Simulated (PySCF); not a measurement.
PySCF input file for hexa-1,2-dien-4-yne (C₆H₆), SMILES C=C=CC#CC, PBE0-D3(BJ)/def2-SVP. Coordinates come from a PBE0-D3(BJ)/def2-SVP optimisation.

```python
import numpy as np
from pyscf import gto, scf, dft, df
from pyscf.hessian import thermo

mol = gto.M(
    atom='''
    C     2.95498371    0.01462768    0.66870029
    C     1.82758055   -0.45121481    0.20670089
    C     0.69413144   -0.93494453   -0.26494815
    C    -0.55388787   -0.24977611   -0.23651357
    C    -1.63401057    0.30640498   -0.22839721
    C    -2.91967775    0.98131621   -0.21285740
    H     3.25809895   -0.15643027    1.70794147
    H     3.63303945    0.59649815    0.03399194
    H     0.70921653   -1.93861449   -0.71295162
    H    -3.70892393    0.34236131   -0.63885438
    H    -2.88776949    1.91271407   -0.80047422
    H    -3.21837858    1.24499070    0.81423783
    ''',
    basis='def2-SVP',
    charge=0,
    spin=0,
    max_memory=1600,
    verbose=3,
)
mf = dft.RKS(mol, xc='pbe0').density_fit(auxbasis='def2-universal-jkfit')
mf.disp = 'd3bj'
mf.grids.level = 3
mf.conv_tol = 1e-11
mf.max_cycle = 100
mf.kernel()

# [left out here: the lines that compute and print the analytic Hessian (its translational invariance restored by hand, since the grid's response is missing), thermochemistry and intensities]
```

Program output:

```
converged SCF energy = -231.674844913413

WARN: DFTD3 does not support analytical Hessian, using finite difference


WARN: Mole.unit (angstrom) is changed to Bohr

Mode                                 0                   1                   2
Irrep
Freq [cm^-1]                        1.6186             92.9566            190.3433
Reduced mass [au]                   1.0729              3.6837              2.3075
Force const [Dyne/A]                0.0000              0.0188              0.0493
Char temp [K]                       2.3288            133.7439            273.8617
Normal mode                   x     y     z       x     y     z       x     y     z
       0   C                -0.01 -0.02  0.04    0.10 -0.11 -0.03   -0.00 -0.00  0.01
       1   C                 0.00  0.00 -0.00    0.03  0.01  0.01   -0.01 -0.01  0.03
       2   C                 0.01  0.02 -0.04   -0.01  0.09  0.04   -0.01 -0.02  0.05
       3   C                 0.00  0.01 -0.02    0.00  0.10  0.05    0.03  0.06 -0.13
       4   C                 0.00  0.00 -0.00   -0.03  0.03  0.01    0.03  0.05 -0.12
       5   C                -0.00 -0.01  0.02   -0.09 -0.07 -0.05   -0.02 -0.04  0.09
       6   H                -0.02 -0.08  0.03    0.13 -0.16 -0.04   -0.11  0.22  0.08
       7   H                -0.00  0.02  0.08    0.13 -0.16 -0.04    0.11 -0.22 -0.07
       8   H                 0.02  0.05 -0.10   -0.05  0.09  0.03   -0.07 -0.13  0.29
       9   H                -0.11 -0.22  0.52   -0.02 -0.16 -0.07   -0.03 -0.07  0.16
      10   H                -0.17 -0.28 -0.42   -0.15 -0.08 -0.07   -0.19  0.01  0.16
      11   H                 0.26  0.46 -0.02   -0.16 -0.08 -0.07    0.11 -0.15  0.15
Mode                                 3                   4                   5
Irrep
Freq [cm^-1]                      251.1737            314.8430            399.6779
Reduced mass [au]                   3.8434              2.0071              3.4916
Force const [Dyne/A]                0.1429              0.1172              0.3286
Char temp [K]                     361.3831            452.9890            575.0476
Normal mode                   x     y     z       x     y     z       x     y     z
       0   C                 0.08 -0.04 -0.00   -0.01 -0.02  0.05    0.00  0.00 -0.01
       1   C                -0.00  0.10  0.05    0.04  0.08 -0.17   -0.02 -0.04  0.08
       2   C                 0.02  0.06  0.03   -0.00 -0.01  0.02    0.01  0.02 -0.05
       3   C                -0.06 -0.07 -0.05    0.00  0.00 -0.00    0.03  0.06 -0.14
       4   C                -0.08 -0.12 -0.07   -0.01 -0.03  0.06   -0.03 -0.07  0.15
       5   C                 0.01  0.06  0.03    0.00  0.00 -0.01    0.00  0.00 -0.01
       6   H                 0.11 -0.10 -0.02   -0.38  0.01  0.17    0.02  0.25  0.03
       7   H                 0.11 -0.10 -0.02    0.29 -0.19  0.22    0.01 -0.19 -0.17
       8   H                 0.13  0.05  0.05   -0.06 -0.13  0.28   -0.02 -0.03  0.08
       9   H                -0.14  0.22  0.07    0.01  0.02 -0.04    0.01  0.04 -0.08
      10   H                 0.13  0.08  0.06    0.08 -0.02 -0.04    0.17 -0.05 -0.08
      11   H                 0.14  0.07  0.06   -0.05  0.05 -0.04   -0.13  0.12 -0.08
Mode                                 6                   7                   8
Irrep
Freq [cm^-1]                      404.5874            556.8149            638.4413
Reduced mass [au]                   4.8188              6.1577              2.0993
Force const [Dyne/A]                0.4647              1.1248              0.5042
Char temp [K]                     582.1112            801.1327            918.5749
Normal mode                   x     y     z       x     y     z       x     y     z
       0   C                 0.01 -0.04 -0.01   -0.07 -0.05 -0.04    0.00  0.00 -0.01
       1   C                -0.07  0.12  0.04   -0.13  0.11  0.02    0.01  0.02 -0.04
       2   C                 0.00 -0.01 -0.01   -0.04  0.00 -0.01   -0.03 -0.06  0.14
       3   C                -0.05 -0.13 -0.07    0.09  0.09  0.06    0.03  0.06 -0.13
       4   C                 0.08  0.12  0.07    0.04 -0.06 -0.02   -0.01 -0.02  0.04
       5   C                 0.01 -0.02 -0.01    0.10 -0.05 -0.00   -0.00 -0.00  0.00
       6   H                 0.05 -0.10 -0.03   -0.04 -0.12 -0.06    0.14 -0.42 -0.12
       7   H                 0.05 -0.10 -0.03   -0.04 -0.11 -0.06   -0.15  0.39  0.18
       8   H                 0.17 -0.02  0.03   -0.04  0.00 -0.01    0.01  0.03 -0.06
       9   H                 0.15 -0.17 -0.04    0.06 -0.02  0.01    0.00  0.01 -0.01
      10   H                -0.10 -0.04 -0.04    0.14 -0.05  0.01    0.04 -0.01 -0.01
      11   H                -0.11 -0.03 -0.04    0.14 -0.05  0.01   -0.03  0.02 -0.01
Mode                                 9                  10                  11
Irrep
Freq [cm^-1]                      811.2232            873.8783            879.9341
[...]
Freq [cm^-1]                     1390.7790           1441.5373           1442.6774
Reduced mass [au]                   1.3679              1.0376              1.0374
Force const [Dyne/A]                1.5589              1.2704              1.2721
Char temp [K]                    2001.0213           2074.0512           2075.6915
Normal mode                   x     y     z       x     y     z       x     y     z
       0   C                -0.02 -0.01 -0.01    0.00  0.00 -0.00    0.00  0.00  0.00
       1   C                -0.01 -0.01 -0.01    0.00  0.00 -0.00    0.00  0.00  0.00
       2   C                -0.01  0.02  0.01    0.00  0.00 -0.00   -0.00  0.00 -0.00
       3   C                 0.03 -0.02 -0.00    0.00  0.00 -0.00    0.00  0.00  0.00
       4   C                 0.02 -0.01 -0.00   -0.00 -0.01  0.02   -0.01 -0.02 -0.01
       5   C                -0.13  0.07  0.00   -0.01 -0.02  0.04   -0.02 -0.03 -0.02
       6   H                 0.16  0.10 -0.04   -0.00 -0.00 -0.00   -0.01 -0.00  0.00
       7   H                 0.12  0.02  0.15   -0.00  0.00 -0.00   -0.00 -0.00 -0.01
       8   H                -0.00  0.02  0.01   -0.00 -0.00  0.00    0.00 -0.00  0.00
       9   H                 0.28 -0.35 -0.09    0.14  0.24 -0.63    0.26 -0.33 -0.05
      10   H                 0.44 -0.04 -0.13   -0.44 -0.12 -0.17   -0.01  0.33  0.54
      11   H                 0.37 -0.18  0.20    0.46  0.19  0.11    0.09  0.59 -0.14
Mode                                21                  22                  23
Irrep
Freq [cm^-1]                     1471.5530           2083.1404           2370.0502
Reduced mass [au]                   2.3885             10.0024             11.8837
Force const [Dyne/A]                3.0474             25.5737             39.3295
Char temp [K]                    2117.2371           2997.1752           3409.9746
Normal mode                   x     y     z       x     y     z       x     y     z
       0   C                -0.12 -0.05 -0.05    0.10  0.04  0.04    0.00  0.00  0.00
       1   C                 0.00  0.01  0.01   -0.20 -0.08 -0.08   -0.00 -0.00 -0.00
       2   C                 0.16 -0.00  0.03    0.11  0.03  0.04   -0.03  0.01  0.00
       3   C                -0.04  0.01 -0.00   -0.00  0.00 -0.00    0.18 -0.09 -0.00
       4   C                -0.05  0.03  0.00   -0.01  0.00  0.00   -0.18  0.09  0.00
       5   C                 0.04 -0.02 -0.00    0.00 -0.00  0.00    0.03 -0.01 -0.00
       6   H                 0.30  0.20 -0.13    0.02 -0.02  0.08   -0.00 -0.00  0.01
       7   H                 0.20 -0.01  0.34    0.05  0.04 -0.05    0.00  0.00 -0.01
       8   H                -0.24  0.03 -0.04   -0.02  0.05  0.02   -0.01  0.01  0.00
       9   H                -0.01  0.03  0.01    0.00  0.00  0.00    0.01 -0.01  0.00
      10   H                -0.04 -0.00  0.02   -0.00 -0.00  0.00    0.01 -0.01 -0.00
      11   H                -0.03  0.02 -0.03   -0.00  0.00 -0.00    0.01 -0.01  0.00
Mode                                24                  25                  26
Irrep
Freq [cm^-1]                     3048.0718           3137.6417           3139.5157
Reduced mass [au]                   1.0366              1.1033              1.0712
Force const [Dyne/A]                5.6743              6.3997              6.2210
Char temp [K]                    4385.4966           4514.3678           4517.0641
Normal mode                   x     y     z       x     y     z       x     y     z
       0   C                 0.00  0.00  0.00    0.00  0.00  0.00    0.05  0.02  0.02
       1   C                -0.00 -0.00 -0.00   -0.00 -0.00  0.00   -0.01 -0.00 -0.00
       2   C                 0.00  0.00  0.00   -0.00  0.00  0.00    0.00  0.04  0.02
       3   C                -0.00  0.00  0.00    0.00  0.00 -0.00    0.00 -0.00  0.00
       4   C                 0.00 -0.00  0.00   -0.00  0.00 -0.00   -0.00  0.00  0.00
       5   C                 0.04 -0.03 -0.00    0.02  0.04 -0.08    0.00  0.00  0.00
       6   H                 0.00  0.00  0.00   -0.00  0.00 -0.00   -0.14  0.09 -0.52
       7   H                 0.00  0.00 -0.00   -0.00 -0.00  0.00   -0.33 -0.29  0.32
       8   H                 0.00 -0.00 -0.00    0.00 -0.01 -0.00    0.01 -0.52 -0.23
       9   H                -0.38 -0.32 -0.21   -0.03 -0.02 -0.03   -0.03 -0.03 -0.02
      10   H                 0.03  0.49 -0.31   -0.02 -0.58  0.36   -0.00 -0.01  0.01
      11   H                -0.15  0.13  0.54   -0.17  0.16  0.61    0.01 -0.01 -0.03
Mode                                27                  28                  29
Irrep
Freq [cm^-1]                     3142.2713           3143.1252           3231.0645
Reduced mass [au]                   1.0783              1.1029              1.1167
Force const [Dyne/A]                6.2733              6.4198              6.8687
Char temp [K]                    4521.0287           4522.2573           4648.7824
Normal mode                   x     y     z       x     y     z       x     y     z
       0   C                -0.03 -0.01 -0.01   -0.00 -0.00 -0.00   -0.02 -0.04  0.08
       1   C                 0.00  0.00  0.00   -0.00 -0.00 -0.00   -0.00 -0.00  0.00
       2   C                 0.00  0.06  0.03    0.00  0.01  0.01   -0.00 -0.00  0.00
       3   C                -0.00  0.00  0.00   -0.00  0.00  0.00   -0.00 -0.00  0.00
       4   C                 0.00 -0.00  0.00    0.00 -0.00 -0.00   -0.00 -0.00  0.00
       5   C                 0.01  0.01  0.01   -0.04 -0.07 -0.04   -0.00 -0.00  0.00
       6   H                 0.11 -0.07  0.39    0.01 -0.00  0.03   -0.19  0.10 -0.63
       7   H                 0.25  0.22 -0.24    0.02  0.02 -0.02    0.42  0.35 -0.38
       8   H                 0.01 -0.69 -0.31    0.00 -0.14 -0.06   -0.00 -0.00  0.00
       9   H                -0.09 -0.07 -0.05    0.56  0.45  0.30   -0.00 -0.00  0.00
      10   H                -0.00 -0.04  0.03    0.01  0.28 -0.19   -0.00  0.00 -0.00
      11   H                 0.02 -0.01 -0.06   -0.11  0.08  0.37    0.00 -0.00 -0.00
temperature 298.1500 [K]
pressure 101325.00 [Pa]
Rotational constants [GHz] 16.86711 1.36916 1.28807
Symmetry number 1
Zero-point energy (ZPE) 0.09368 [Eh]   245961.969 [J/mol]
                           tot       elec      trans        rot        vib
Entropy [J/mol/K]       376.852      0.000    163.100    112.058    101.695
Cv [J/mol/K]            100.319      0.000     12.472     12.472     75.376
Cp [J/mol/K]            108.634      0.000     20.786     12.472     75.376
Internal energy [J/mol]                      3718.434   3718.434 257696.734
Internal energy [Eh]   -231.57386  -231.67484
Enthalpy [J/mol]                             6197.391   3718.434 257696.734
Enthalpy [Eh]          -231.57292
Gibbs free energy [J/mol]                  -42430.742 -29691.627 227376.514
Gibbs free energy [Eh] -231.61571
mode   freq/cm-1   IR/(km/mol)
   1        1.62         0.012
   2       92.96         2.573
   3      190.34         9.829
   4      251.17         2.932
   5      314.84         4.101
   6      399.68         1.128
   7      404.59         2.493
   8      556.81         5.379
   9      638.44         0.101
  10      811.22        11.623
  11      873.88        52.597
  12      879.93        18.234
  13      980.21         0.303
  14     1026.26         3.305
  15     1029.96         2.506
  16     1078.95         0.329
  17     1201.47         0.783
  18     1347.85         4.271
  19     1390.78         5.676
  20     1441.54         9.020
  21     1442.68         8.394
  22     1471.55         9.207
  23     2083.14        54.972
  24     2370.05         8.418
  25     3048.07        25.819
  26     3137.64         2.970
  27     3139.52         0.052
  28     3142.27         5.471
  29     3143.13         3.302
  30     3231.06         0.083
max |gradient| / (hartree/bohr): 2.9494689914687323e-05
APT charges: [-0.2233  0.142   0.0343 -0.1474 -0.027   0.0728  0.0557  0.0557  0.0397
  0.0064 -0.0048 -0.004 ]
```

Self-consistency was reached.

Cost: around 2.4 core-minutes (rough).
